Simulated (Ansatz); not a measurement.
A nudged elastic band was laid between two geometries of Cl₂H₂Sn (5 atoms, charge 0, multiplicity 1).

These are results of RKS PBE-D4/def2-SVP (Ansatz 0.2.0), not measurements.

```
movable images  : 7
climbing image  : yes
spring          : 5.0 eV/Å²
optimiser       : quadratic models (default)
start path      : through a guess of the saddle point
force threshold : 0.05 eV/Å
iteration limit : 60
end points      : relaxed
```

Initial state:

```xyz
5
Properties=species:S:1:pos:R:3
Sn 0.133 -0.156 -0.046
H -0.021 -1.691 0.715
H 1.398 0.077 -1.188
Cl -1.911 0.308 -1.139
Cl 0.401 1.461 1.657
```

Final state:

```xyz
5
Properties=species:S:1:pos:R:3
Sn -0.051 1.378 -0.530
H 0.605 -1.576 -0.449
H 1.353 -1.520 -0.277
Cl -2.065 0.042 -0.599
Cl 0.158 1.676 1.854
```

Q: What changes between the two ends?

A: Bonds broken: Sn1–H2, Sn1–H3. Bonds formed: H2–H3. Cl2H2Sn becomes Cl2Sn + H2.

Q: Give the energies along the band, and the barrier.

A: The forces met the threshold. The highest image is number 3 of 0 to 8, 228.2 kJ/mol above the first end and 272.2 kJ/mol above the last; the last end lies 44.0 kJ/mol below the first. Neighbouring images differ by up to 1.5 eV, so the band resolves the path poorly. A vibrational analysis at the climbing image gives one clearly imaginary mode, 1249i cm⁻¹: a first-order saddle point. The orbitals stay closed-shell, which can raise the energy where a bond breaks towards radicals; this wasn't checked here.

| image | path coordinate (Å) | energy (kJ/mol) | Sn1–H2 (Å) | Sn1–H3 (Å) | H2–H3 (Å) |
| --- | --- | --- | --- | --- | --- |
| 0 | 0.00 | 0.0 | 1.72 | 1.72 | 2.96 |
| 1 | 0.48 | 27.4 | 1.70 | 1.72 | 2.54 |
| 2 | 0.96 | 124.5 | 1.73 | 1.69 | 2.04 |
| 3 | 1.43 | 228.2 | 1.97 | 1.72 | 1.59 |
| 4 | 1.83 | 130.1 | 2.14 | 1.87 | 1.14 |
| 5 | 2.22 | -19.4 | 2.42 | 2.21 | 0.80 |
| 6 | 2.62 | -40.4 | 2.79 | 2.72 | 0.77 |
| 7 | 3.02 | -42.9 | 2.94 | 3.02 | 0.77 |
| 8 | 3.41 | -44.0 | 3.03 | 3.23 | 0.77 |

Q: What is the geometry of the highest image?

A: 
```xyz
5
Properties=species:S:1:pos:R:3
Sn 0.159 0.468 -0.365
H 0.366 -1.367 0.318
H 1.295 -0.744 -0.810
Cl -2.125 0.182 -0.925
Cl 0.306 1.461 1.782
```

Time of the run: 2.5 min on 1 CPU thread of a shared host.
